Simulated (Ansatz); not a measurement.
System: SnO₂H₃, charge 0, doublet. SnO2H3 (SMILES [OH][SnH][OH], doublet).
B3LYP-D3(BJ)/def2-TZVP minimum from Ansatz (a program for electronic structure):
```
Sn
O 1 1.9815
H 2 0.9648 1 112.38
O 1 1.9978 2 99.46 3 30.93
H 4 0.9634 1 115.28 2 -172.47
H 1 1.7616 2 103.37 3 144.31
```
Charge 0, spin multiplicity 2.

Atomisation energy term by term, kcal/mol (programs: Ansatz). UHF or UKS for unpaired electrons; spin-orbit terms are left out. Cores are frozen in correlated methods (noble-gas shells, and filled d and f shells in the p block). Past Kr the def2 sets carry scalar-relativistic core potentials. CBS(X,Y): correlation extrapolated as X^-3, Hartree-Fock from the larger set. A bracket is a step between two methods taken in the basis named. Where a partner has so few electrons that a lower coupled-cluster level is exact, that level stands in. Spin-orbit terms, left out, reach several kcal/mol for Br and I, and more for heavier atoms.

```
term                                     basis  kcal/mol
------------------  --------------------------  --------
Hartree-Fock                        def2-QZVPP    269.49
CCSD correlation    CBS(def2-TZVPP,def2-QZVPP)    154.25
(T)                 CBS(def2-TZVPP,def2-QZVPP)     11.10
CCSDT(Q) - CCSD(T)                    def2-SVP      1.22
sum: De                                            436.1
```
